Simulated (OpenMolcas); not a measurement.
## Pb III: RASPT2 settings compared

```json
{
 "Program": "OpenMolcas",
 "Basis": "ANO-R1 [7s6p4d2f]",
 "Scalar Hamiltonian": "X2C, finite nucleus",
 "Active space": "2 electrons in 9 orbitals (RAS2 6s 6p; RAS3 6d, at most 2 electrons)",
 "State averaging": "2S+1 = 1 even, 7 roots; 2S+1 = 3 even, 3 roots kept (CI in the orbitals of an earlier block); 2S+1 = 1 odd, 3 roots; 2S+1 = 3 odd, 3 roots kept (CI in the orbitals of an earlier block)",
 "Spin-orbit coupling": "state interaction with AMFI integrals over the reference wave functions, term energies averaged over their components"
}
```

Methods on the same reference wave functions:
A. RASSCF
B. SS-RASPT2, IPEA 0.3 Eh, imaginary shift 0.15 Eh (closed shells correlated: 4f 5s 5p 5d)
C. MS-RASPT2, IPEA 0.3 Eh, imaginary shift 0.15 Eh (closed shells correlated: 4f 5s 5p 5d)
D. XMS-RASPT2, IPEA 0.1 Eh, real shift 0.2 Eh (closed shells correlated: 5d)

Energies in cm⁻¹ above 6s² ¹S₀, the measured ground level; measured values from Moore, Atomic Energy Levels, vol. III, NSRDS-NBS 35 (1971 reprint of NBS Circular 467, 1958).

```
     Level       A       B       C       D  Measured
   6s² ¹S₀     0.0     0.0     0.0     0.0       0.0
6s 6p ³P°₀   59399   64310   64740   65740     60397
6s 6p ³P°₁   62525   67170   67590   68590     64391
6s 6p ³P°₂   72225   77140   77560   78570          
6s 6p ¹P°₁   95504   94320   94740   95700     95340
   6p² ³P₀  139910  144320  144720  145510    142551
   6p² ³P₁  151391  156150  156570  157240    155432
   6p² ¹S₀  186382  188930  189800  191150    188615
```

Deviations, from unrounded energies. A percentage is the sum of absolute deviations over the sum of measured energies, with the sign that they share, or ± where signs differ.

```
           Against measurement  Levels     A     B     C     D
mean absolute deviation (cm-1)       6  2000  1800  2100  2900
      other configurations (%)       6  ±1.7  ±1.5  ±1.8  +2.4
```

B lies closest to measurement on these levels and D furthest from it. The largest miss of B in the table is 6s 6p ³P°₀, by +3900 cm-1. The ranking rests on the paired levels alone, and a cruder setting can come out closer through cancelling errors.

Among B to D the level of the table that moves most is 6p² ¹S₀, by 2200 cm-1 (lowest in B, highest in D). Moves below CASPT2's spread within the term are not significant.

The lowest spin-free term lies below A's lowest term by 0.405 hartree in B, 0.407 hartree in C, 0.309 hartree in D.

CASPT2 breaks the degeneracy within a term, and the mean is taken; among the terms shown or strongly mixed into the levels shown the widest spread is 27 cm-1 (6s 6p ³P°, D). Terms from blocks run as CI alone lack orbitals of their own. Active for correlation alone: 6d; no level in the range computed is led by a configuration that fills it, so any true level of that kind is missing. Spin-orbit splittings of 6p shells tend to come out small when the coupling is added on scalar orbitals. Computed and measured levels are paired by configuration, term and J; levels that our copy of the source lacks, or whose pairing is in doubt (as where it misses far off the trend of its configuration), stay unpaired and out of the deviations. Only configurations of the active space appear. The table leaves out levels that lie high or whose names do not pair safely across all columns.

° marks odd parity.
